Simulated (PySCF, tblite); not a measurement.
Species: C4H11ClO2Si.
Z-matrix (Å and degrees, GFN2-xTB geometry), rows numbered from 1:
```
C 
C   1  1.5229
C   2  1.5362  1  111.77
O   3  1.4014  2  111.61  1    62.60
O   2  1.4162  1  108.77  3   118.06
Si  5  1.6106  2  132.47  1   130.46
C   6  1.9191  5  112.50  2    57.91
Cl  7  1.7913  6  109.56  5   -63.22
H   1  1.0872  2  109.77  3   -52.10
H   1  1.0868  2  109.82  3  -171.92
H   1  1.0861  2  109.85  3    67.86
H   2  1.0950  1  110.20  3  -121.21
H   3  1.0913  2  110.30  1   -56.18
H   3  1.1000  2  108.52  1  -175.29
H   4  0.9667  3  107.01  2    45.84
H   6  1.4623  5  112.66  2   -62.04
H   6  1.4553  5   99.70  2   173.91
H   7  1.0884  6  113.13  5    55.09
H   7  1.0867  6  112.94  5   178.51
```

The calculation used PBE0/pcSseg-1 in PySCF (dipole) on a GFN2-xTB geometry, gas phase.

Take the most abundant isotopes and a rigid rotor. The values belong to one conformer with, in the numbering `[CH3:1][C@@H:2]([CH2:3][OH:4])[O:5][SiH2:6][CH2:7][Cl:8]`, C1–C2–C3–O4 63°, C2–C3–O4–H 46°, C1–C2–O5–Si6 130°, C2–O5–Si6–C7 58°, O5–Si6–C7–Cl8 -63°.

Question: Give the principal moments of inertia and the rotational constants in MHz.

Answer: Ia = 268.02, Ib = 602.20, Ic = 681.49 u·Å²; 505379 MHz·u·Å²/I gives A = 1886, B = 839.2, C = 741.6 MHz.

Question: Classify the top.

Answer: An asymmetric top. Ray's parameter κ = (2B − A − C)/(A − C) = -0.829; −1 is the prolate and +1 the oblate limit.

Question: Is it planar, by Δ = Ic − Ia − Ib?

Answer: Not planar: Δ = Ic − Ia − Ib = -188.73 u·Å². For a rigid frame Δ = −2 Σ m c², so Σ m c² = 94.37 u·Å² lies off the ab plane: 20.68 from hydrogen and 73.69 from heavier atoms. The atom farthest from that plane is 2.08 Å away.

Question: Give the other two planar moments, Paa and Pbb, and the rms extents of the mass along the axes.

Answer: Paa = Σ m a² = (Ib + Ic − Ia)/2 = 507.83 and Pbb = Σ m b² = (Ia + Ic − Ib)/2 = 173.65 u·Å². With the mass M = 154.02 u, the rms extents √(P/M) along a, b and c are 1.82, 1.06, 0.78 Å.

Question: Where do the levels up to J = 2 lie, in MHz?

Answer: Above 0(0,0):
J = 1: 1(0,1) 1581, 1(1,1) 2627, 1(1,0) 2725
J = 2: 2(0,2) 4736, 2(1,2) 5691, 2(1,1) 5984, 2(2,1) 9123, 2(2,0) 9130
The levels of one J sum to (2J + 1)J(J + 1)(A + B + C)/3.

Question: Which types of transition are allowed, and where do some lines up to J = 2 fall?

Answer: The dipole components are |μa| = 1.40 D, |μb| = 1.38 D, |μc| = 0.14 D. The squared components, which scale the intensities, stand as 1.00 : 0.96 : 0.01 (a : b : c). Some lines, for components of 0.1 D or more:

```csv
type,branch,"J(Ka,Kc)",MHz,lower level (cm⁻¹)
c,Q,"2(1,2) ← 2(0,2)",955,0.158
c,Q,"1(1,1) ← 1(0,1)",1046,0.053
b,Q,"2(1,1) ← 2(0,2)",1248,0.158
a,R,"1(0,1) ← 0(0,0)",1581,0.000
b,R,"2(0,2) ← 1(1,1)",2109,0.088
b,R,"1(1,1) ← 0(0,0)",2627,0.000
c,R,"1(1,0) ← 0(0,0)",2725,0.000
a,R,"2(1,2) ← 1(1,1)",3064,0.088
c,Q,"2(2,1) ← 2(1,1)",3139,0.200
a,R,"2(0,2) ← 1(0,1)",3155,0.053
a,R,"2(1,1) ← 1(1,0)",3259,0.091
b,Q,"2(2,1) ← 2(1,2)",3432,0.190
b,R,"2(1,2) ← 1(0,1)",4110,0.053
b,R,"2(2,1) ← 1(1,0)",6398,0.091
c,R,"2(2,1) ← 1(1,1)",6496,0.088
b,R,"2(2,0) ← 1(1,1)",6503,0.088
```

Question: Estimate the classical rotational partition function at 25 K, 50 K and 298.15 K.

Answer: Point group C1, symmetry number σ = 1; q = (√π/σ)·√((kT/h)³/(ABC)), k/h = 20836.6 MHz/K: 19500 at 25 K, 55000 at 50 K, 801000 at 298.15 K.

Its GFN2-xTB frequencies are all real (lowest 24 cm⁻¹). Zero-point vibration and centrifugal distortion are left out. A rigid rotor knows nothing of internal rotation, which can split or shift real lines. Quadrupole hyperfine structure (35Cl) is left out.

Time: 46 s (grids of density and orbitals included); peak memory 0.93 GiB. Hardware: one thread of an Arm Neoverse V1 (shared host). This is the PBE0/pcSseg-1 job that gave the dipole, with the shieldings it also computed.
